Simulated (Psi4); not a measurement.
Pair of molecules, SMILES C=C with SMILES O=CO (the first has 6 atoms); geometry from B3LYP-D3(BJ)/def2-TZVP.
(charge 0, multiplicity 1):
```json
[
 {"atom": "C", "x (Å)": "-0.5815", "y (Å)": "-0.2437", "z (Å)": "-0.0160"},
 {"atom": "C", "x (Å)": "0.6177", "y (Å)": "0.3200", "z (Å)": "0.0712"},
 {"atom": "H", "x (Å)": "-0.8066", "y (Å)": "-1.1666", "z (Å)": "0.5048"},
 {"atom": "H", "x (Å)": "-1.3733", "y (Å)": "0.1904", "z (Å)": "-0.6147"},
 {"atom": "H", "x (Å)": "0.8555", "y (Å)": "1.2381", "z (Å)": "-0.4526"},
 {"atom": "H", "x (Å)": "1.4055", "y (Å)": "-0.1268", "z (Å)": "0.6657"},
 {"atom": "O", "x (Å)": "0.3566", "y (Å)": "-1.1833", "z (Å)": "3.2723"},
 {"atom": "C", "x (Å)": "-0.1378", "y (Å)": "-0.2080", "z (Å)": "3.7670"},
 {"atom": "O", "x (Å)": "-0.5912", "y (Å)": "0.8593", "z (Å)": "3.1008"},
 {"atom": "H", "x (Å)": "-0.2836", "y (Å)": "-0.0643", "z (Å)": "4.8460"},
 {"atom": "H", "x (Å)": "-0.4521", "y (Å)": "0.7110", "z (Å)": "2.1424"}
]
```

Method: SAPT0/jun-cc-pV(D+d)Z (Psi4 1.11).

### Question
Which attractive term is largest, and how does the interaction split up?

### Answer
electrostatics -6.73, exchange 8.15, induction -2.70, dispersion -2.62, total -3.89 kcal/mol; the largest attraction is electrostatics.
